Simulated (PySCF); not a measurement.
Compound: C₇H₉N.
Atom-mapped SMILES: `[CH3:1][c:2]1[cH:3][cH:4][cH:5][cH:6][c:7]1[NH2:8]`

Geometry (PBE0-D3(BJ)/def2-TZVP, Å), atoms numbered from 1 in this order:
```
atom  x, y, z in Å
C1    -1.8670   -0.8917   -0.4955
C2    -0.4677   -0.4965   -0.1439
C3     0.5484   -1.4379   -0.0559
C4     1.8477   -1.0882    0.2798
C5     2.1388    0.2429    0.5350
C6     1.1450    1.2018    0.4508
C7    -0.1609    0.8492    0.1115
N8    -1.1623    1.8087    0.0839
H9    -2.5793   -0.5674    0.2702
H10   -1.9521   -1.9739   -0.5963
H11   -2.1902   -0.4499   -1.4462
H12    0.3071   -2.4772   -0.2558
H13    2.6203   -1.8449    0.3420
H14    3.1469    0.5410    0.7999
H15    1.3762    2.2432    0.6526
H16   -1.9461    1.6052   -0.5138
H17   -0.8413    2.7575   -0.0157
```

Definitions: NICS(0) = −σiso at the ring centroid; NICS(1) = −σiso and NICS(1)zz = −σzz at ±1 Å along the ring normal z. Level: GIAO B97-2/pcSseg-2 (PySCF, non-relativistic, gas phase) on the PBE0-D3(BJ)/def2-TZVP geometry, one conformer.

Ring bond lengths (Å): C2–C3 1.388, C3–C4 1.387, C4–C5 1.386, C5–C6 1.384, C6–C7 1.395, C7–C2 1.404.

What do the NICS probes read (ppm)?

| ring | type | NICS(0) | NICS(1), two faces | NICS(1)zz, two faces | rms pucker (Å) | centre to ring atoms, mean (Å) |
| --- | --- | --- | --- | --- | --- | --- |
| C2–C3–C4–C5–C6–C7 | 6-membered carbocycle; formal bonds all aromatic | -8.4 | -9.1 / -9.3 | -25.6 / -25.8 | 0.00 | 1.39 |

What can be read from them?

- C2–C3–C4–C5–C6–C7: mean NICS(1)zz -25.7 ppm, shielded, aromatic by this magnetic criterion (flat ring, no four-coordinate atom).

And the bond-length index? Use HOMA with the parameters of Krygowski (1993).

- C2–C3–C4–C5–C6–C7: HOMA 0.99 = 1 − EN − GEO, with mean bond length 1.390 Å, EN = α(Ropt − mean)² = 0.002 and GEO = α × variance = 0.012. The geometric and the magnetic index point the same way.

How do the values depend on the level or the medium?

| level | NICS(0), C2–C3–C4–C5–C6–C7 | mean NICS(1)zz, C2–C3–C4–C5–C6–C7 |
| --- | --- | --- |
| B97-2/pcSseg-2, gas | -8.4 | -25.7 |
| KT3/pcSseg-2, gas | -8.2 | -24.4 |
| PBE0/pcSseg-2, gas | -8.3 | -25.8 |
| wB97X-D/pcSseg-2, gas | -8.3 | -26.1 |
| WP04/pcSseg-2, IEF-PCM chloroform | -8.7 | -25.1 |
| wB97X-D/pcSseg-2, IEF-PCM chloroform | -8.0 | -26.0 |

The geometry is the same throughout; the continuum's cavity takes Bondi-type radii × 1.2.
